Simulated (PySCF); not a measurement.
Computed properties of N-methyl-N-silylmethanamine (C2H9NSi), SMILES N([SiH3])(C)C

N-methyl-N-silylmethanamine (C2H9NSi), SMILES CN(C)[SiH3]. The structure is a stationary point at r2SCAN-D4/def2-SVP. The values are those of a single conformer. All values are computed for the isolated molecule unless a solvent is named; none is compared with measurement here.

**Structure.** The optimised structure has Cs symmetry. All 33 harmonic modes at r2SCAN-D4/def2-SVP (PySCF) are real, so it is a minimum. With heavy atoms numbered as in [CH3:1][N:2]([CH3:3])[SiH3:4], the shortest bond between them is N2–C3 at 1.448 Å and the longest N2–Si4 at 1.738 Å.

**Vibrations.** The strongest infrared lines (harmonic, unscaled, degenerate partners summed) lie at 976 cm⁻¹ (344 km/mol, H 86 %, Si 10 %), 2148 cm⁻¹ (194 km/mol, H 97 %), 2227 cm⁻¹ (133 km/mol, H 96 %). The softest mode is at 125 cm⁻¹ and the zero-point energy is 66.9 kcal/mol.

**Electronic structure.** B3LYP/def2-TZVP (PySCF) places the frontier levels at -6.18 and 0.30 eV, a gap of 6.48 eV, and gives a dipole moment of 0.95 D and a mean polarisability of 61.3 bohr³. PBE/def2-TZVP (PySCF) at the same geometry gives -5.08 and -0.31 eV, so its gap is 1.71 eV narrower. An orbital gap is neither the optical nor the fundamental gap.

**Excitations.** TDA-B3LYP/def2-SVPD (PySCF) has S1 at 5.30 eV (234 nm, f = 0.011, weak); the most intense of the 10 singlets computed lies at 7.49 eV (f = 0.11). T1 (TDA) is at 5.14 eV, 0.16 eV under S1. TDA-PBE/def2-SVPD (PySCF) puts S1 at 4.76 eV. No vertical singlet excitation falls in the visible range (under 3.1 eV).

**NMR.** GIAO shifts at PBE0/pcSseg-1 (PySCF) (non-relativistic, atoms alike by connectivity averaged): ¹³C at 43.4 ppm against TMS; ¹H from 2.8 to 4.9 ppm against TMS; ²⁹Si at -41.5 ppm against TMS.

**Solvation.** SMD-B3LYP/def2-SVP (PySCF) gives 2.1 kcal/mol in water, -1.5 kcal/mol in acetonitrile, -1.2 kcal/mol in 1-octanol (1 M in both phases, gas-phase geometry).
